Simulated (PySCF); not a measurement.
PySCF job for hexa-1,5-dien-3-yne (C6H6), SMILES C=CC#CC=C, TDA-ωB97X/def2-SVPD. Coordinates come from a PBE0-D3(BJ)/def2-SVP optimisation.

```python
import numpy as np
from pyscf import gto, scf, dft, tdscf

mol = gto.M(
    atom='''
    C     0.00000000    2.81178528    0.67208073
    C    -0.00000000    2.02830256   -0.41864409
    C     0.00000000    0.61001227   -0.39411125
    C    -0.00000000   -0.61001227   -0.39411125
    C    -0.00000000   -2.02830256   -0.41864409
    C     0.00000000   -2.81178528    0.67208073
    H    -0.00000000    3.89996148    0.57762549
    H    -0.00000001    2.38649129    1.67875559
    H    -0.00000000    2.49303385   -1.41233339
    H     0.00000000   -2.49303385   -1.41233339
    H    -0.00000000   -2.38649129    1.67875559
    H    -0.00000000   -3.89996148    0.57762549
    ''',
    basis='def2-SVPD',
    charge=0,
    spin=0,
    symmetry=True,
    max_memory=1600,
    verbose=4,
)
mf = dft.RKS(mol, xc='wb97x').density_fit(auxbasis='def2-universal-jkfit')
mf.grids.level = 3
mf.conv_tol = 1e-9
mf.max_cycle = 100
mf.kernel()
mf.grids = dft.Grids(mol).set(level=1).build(with_non0tab=True)  # coarser grid for the response kernel
td = tdscf.TDA(mf)
td.singlet = True
td.nstates = 10
td.conv_tol = 1e-4
td.positive_eig_threshold = 1e-6
td.kernel(x0=td.get_init_guess(mf, 15))
td.analyze()
tt = tdscf.TDA(mf)
tt.singlet = False
tt.nstates = 4
tt.conv_tol = 1e-4
tt.positive_eig_threshold = 1e-6
tt.kernel(x0=tt.get_init_guess(mf, 9))
tt.analyze(verbose=3)
```

It prints:

```
PySCF version 2.14.0

[INPUT] verbose = 4
[INPUT] num. atoms = 12
[INPUT] num. electrons = 42
[INPUT] charge = 0
[INPUT] spin (= nelec alpha-beta = 2S) = 0
[INPUT] symmetry True subgroup None
[INPUT] Mole.unit = angstrom
[INPUT] Symbol           X                Y                Z      unit          X                Y                Z       unit  Magmom
[INPUT]  1 C      0.000000000000   2.811785280000   0.672080730000 AA    0.000000000000   5.313504100283   1.270048513298 Bohr   0.0
[INPUT]  2 C      0.000000000000   2.028302560000  -0.418644090000 AA    0.000000000000   3.832936336154  -0.791122673768 Bohr   0.0
[INPUT]  3 C      0.000000000000   0.610012270000  -0.394111250000 AA    0.000000000000   1.152756122924  -0.744762325110 Bohr   0.0
[INPUT]  4 C      0.000000000000  -0.610012270000  -0.394111250000 AA    0.000000000000  -1.152756122924  -0.744762325110 Bohr   0.0
[INPUT]  5 C      0.000000000000  -2.028302560000  -0.418644090000 AA    0.000000000000  -3.832936336154  -0.791122673768 Bohr   0.0
[INPUT]  6 C      0.000000000000  -2.811785280000   0.672080730000 AA    0.000000000000  -5.313504100283   1.270048513298 Bohr   0.0
[INPUT]  7 H      0.000000000000   3.899961480000   0.577625490000 AA    0.000000000000   7.369859093553   1.091553978668 Bohr   0.0
[INPUT]  8 H     -0.000000010000   2.386491290000   1.678755590000 AA   -0.000000018897   4.509814936760   3.172388295183 Bohr   0.0
[INPUT]  9 H      0.000000000000   2.493033850000  -1.412333390000 AA    0.000000000000   4.711151195770  -2.668923303679 Bohr   0.0
[INPUT] 10 H      0.000000000000  -2.493033850000  -1.412333390000 AA    0.000000000000  -4.711151195770  -2.668923303679 Bohr   0.0
[INPUT] 11 H      0.000000000000  -2.386491290000   1.678755590000 AA    0.000000000000  -4.509814936760   3.172388295183 Bohr   0.0
[INPUT] 12 H      0.000000000000  -3.899961480000   0.577625490000 AA    0.000000000000  -7.369859093553   1.091553978668 Bohr   0.0

nuclear repulsion = 174.986271822392
point group symmetry = C2v
symmetry origin: [-4.49934792e-10  0.00000000e+00  2.69960869e-09]
symmetry axis x: [-1.00000000e+00 -1.17591461e-10 -8.53006146e-10]
symmetry axis y: [ 1.17591461e-10 -1.00000000e+00 -3.20435858e-16]
symmetry axis z: [-8.53006146e-10 -3.24684664e-16  1.00000000e+00]
num. orbitals of irrep A1 = 60
num. orbitals of irrep A2 = 24
num. orbitals of irrep B1 = 24
num. orbitals of irrep B2 = 60
number of shells = 72
number of NR pGTOs = 240
number of NR cGTOs = 168
basis = def2-SVPD
ecp = {}


[settings echo left out]
init E= -232.760833944672
HOMO (B1) = -0.249631142670575  LUMO (A2) = -0.0827279412261714  gap/eV = 4.54167
cycle= 1 E= -231.883217302846  delta_E= 0.878  |g|= 0.246  |ddm|= 8.89
HOMO (B1) = -0.303820314745226  LUMO (A2) = 0.0172679916292582  gap/eV = 8.73726
cycle= 2 E= -231.903429873581  delta_E= -0.0202  |g|= 0.0992  |ddm|= 2.61
HOMO (B1) = -0.320344042141372  LUMO (A2) = 0.0123123682406291  gap/eV = 9.05204
cycle= 3 E= -231.905909801776  delta_E= -0.00248  |g|= 0.043  |ddm|= 0.562
HOMO (B1) = -0.319431835771573  LUMO (A2) = 0.0148868182190077  gap/eV = 9.09727
cycle= 4 E= -231.906451669043  delta_E= -0.000542  |g|= 0.0106  |ddm|= 0.218
HOMO (B1) = -0.318245322462162  LUMO (A2) = 0.0163667830649737  gap/eV = 9.10526
cycle= 5 E= -231.906490804296  delta_E= -3.91e-05  |g|= 0.00351  |ddm|= 0.0532
HOMO (B1) = -0.318657714896821  LUMO (A2) = 0.0164683509290044  gap/eV = 9.11924
cycle= 6 E= -231.906497242804  delta_E= -6.44e-06  |g|= 0.00124  |ddm|= 0.0147
HOMO (B1) = -0.318816011417626  LUMO (A2) = 0.016521459248637  gap/eV = 9.12500
cycle= 7 E= -231.906498306465  delta_E= -1.06e-06  |g|= 0.000358  |ddm|= 0.00542
HOMO (B1) = -0.318786980406465  LUMO (A2) = 0.0166265659237371  gap/eV = 9.12707
cycle= 8 E= -231.906498395326  delta_E= -8.89e-08  |g|= 6.26e-05  |ddm|= 0.0016
HOMO (B1) = -0.318803503400025  LUMO (A2) = 0.0166266338104883  gap/eV = 9.12752
cycle= 9 E= -231.906498398996  delta_E= -3.67e-09  |g|= 1.11e-05  |ddm|= 0.000707
HOMO (B1) = -0.318804177194133  LUMO (A2) = 0.0166276312036552  gap/eV = 9.12756
cycle= 10 E= -231.906498399107  delta_E= -1.11e-10  |g|= 2.3e-06  |ddm|= 8.6e-05
HOMO (B1) = -0.318804123354211  LUMO (A2) = 0.0166278382131298  gap/eV = 9.12757
Extra cycle  E= -231.906498399112  delta_E= -4.89e-12  |g|= 7.84e-07  |ddm|= 2.26e-05
converged SCF energy = -231.906498399112
tot grids = 45912
Overwritten attributes  positive_eig_threshold  of <class 'pyscf.tdscf.rks.TDA'>


******** <class 'pyscf.tdscf.rks.TDA'> for <class 'pyscf.df.df_jk.DFSymAdaptedRKS'> ********
nstates = 10 singlet
deg_eia_thresh = 1.000e-03
wfnsym = None
conv_tol = 0.0001
eigh lindep = 1e-12
eigh level_shift = 0
eigh max_cycle = 100


Excitation energies (eV)
[4.92082394 5.04541675 5.99632138 6.83685142 7.19446796 7.52365718
 7.74079391 7.87233891 7.94930181 7.97715451]

** Singlet excitation energies and oscillator strengths **
Excited State   1:   A2      4.92082 eV    251.96 nm  f=0.0000
      20 -> 22        0.69234
Excited State   2:   B2      5.04542 eV    245.74 nm  f=0.6058
      18 -> 22        0.10089
      20 -> 23       -0.16692
      20 -> 29       -0.14964
      21 -> 22        0.64777
Excited State   3:   A2      5.99632 eV    206.77 nm  f=0.0000
      18 -> 29       -0.10238
      21 -> 23       -0.57463
      21 -> 27        0.14357
      21 -> 29       -0.33357
Excited State   4:   B1      6.83685 eV    181.35 nm  f=0.0030
      19 -> 23        0.12322
      21 -> 25       -0.66681
      21 -> 28        0.12273
Excited State   5:   A1      7.19447 eV    172.33 nm  f=0.0563
      18 -> 24        0.10821
      19 -> 22       -0.19128
      21 -> 24        0.65488
Excited State   6:   B1      7.52366 eV    164.79 nm  f=0.0002
      15 -> 22        0.10557
      16 -> 22       -0.15313
      20 -> 24       -0.67319
Excited State   7:   A1      7.74079 eV    160.17 nm  f=0.1686
      19 -> 22        0.57704
      20 -> 25        0.32342
      21 -> 24        0.12724
Excited State   8:   B2      7.87234 eV    157.49 nm  f=0.9675
      18 -> 22       -0.39705
      19 -> 24        0.16484
      20 -> 23        0.38709
      20 -> 27       -0.10552
      20 -> 29        0.23054
      21 -> 22        0.21636
      21 -> 33       -0.14309
Excited State   9:   A2      7.94930 eV    155.97 nm  f=0.0000
      18 -> 23       -0.15731
      19 -> 25       -0.26062
      19 -> 28       -0.10188
      21 -> 23        0.32959
      21 -> 27        0.16289
      21 -> 29       -0.48349
Excited State  10:   B1      7.97715 eV    155.42 nm  f=0.0041
      19 -> 27       -0.15615
      21 -> 26        0.63002
      21 -> 28       -0.18790

** Transition electric dipole moments (AU) **
state          X           Y           Z        Dip. S.      Osc.
  1         0.0000      0.0000     -0.0000      0.0000      0.0000
  2         0.0000     -2.2138      0.0000      4.9010      0.6058
  3         0.0000     -0.0000     -0.0000      0.0000      0.0000
  4        -0.1337     -0.0000     -0.0000      0.0179      0.0030
  5        -0.0000      0.0000      0.5651      0.3193      0.0563
  6         0.0353      0.0000     -0.0000      0.0012      0.0002
  7        -0.0000      0.0000      0.9428      0.8889      0.1686
  8         0.0000     -2.2397     -0.0000      5.0164      0.9675
  9         0.0000      0.0000      0.0000      0.0000      0.0000
 10         0.1450      0.0000      0.0000      0.0210      0.0041

** Transition velocity dipole moments (imaginary part, AU) **
state          X           Y           Z        Dip. S.      Osc.
  1         0.0000     -0.0000     -0.0000      0.0000      0.0000
  2         0.0000     -0.2055      0.0000      0.0422      0.1519
  3         0.0000      0.0000     -0.0000      0.0000      0.0000
  4        -0.0564      0.0000      0.0000      0.0032      0.0085
  5        -0.0000      0.0000      0.0408      0.0017      0.0042
  6         0.0111      0.0000     -0.0000      0.0001      0.0003
  7        -0.0000      0.0000      0.0503      0.0025      0.0059
  8        -0.0000     -0.4276     -0.0000      0.1828      0.4212
  9         0.0000     -0.0000      0.0000      0.0000      0.0000
 10         0.0439     -0.0000     -0.0000      0.0019      0.0044

** Transition magnetic dipole moments (imaginary part, AU) **
state          X           Y           Z
  1         0.0000     -0.0000      0.0737
  2         0.5957     -0.0000      0.0000
  3         0.0000     -0.0000     -0.4681
  4         0.0000      0.2205      0.0000
  5        -0.0000      0.0000     -0.0000
  6        -0.0000     -1.2583     -0.0000
  7         0.0000      0.0000     -0.0000
  8         1.0316     -0.0000      0.0000
  9         0.0000     -0.0000      1.6535
 10        -0.0000     -0.2947     -0.0000


******** <class 'pyscf.tdscf.rks.TDA'> for <class 'pyscf.df.df_jk.DFSymAdaptedRKS'> ********
nstates = 4 triplet
deg_eia_thresh = 1.000e-03
wfnsym = None
conv_tol = 0.0001
eigh lindep = 1e-12
eigh level_shift = 0
eigh max_cycle = 100


Excitation energies (eV)
[2.88135793 4.17472013 4.66040394 5.623365  ]

** Triplet excitation energies and oscillator strengths **
Excited State   1:   B2      2.88136 eV    430.30 nm  f=0.0000
Excited State   2:   A1      4.17472 eV    296.99 nm  f=0.0000
Excited State   3:   A2      4.66040 eV    266.04 nm  f=0.0000
Excited State   4:  ???      5.62336 eV    220.48 nm  f=0.0000
```

Self-consistency was reached.

Cost: around 7 core-minutes (rough).
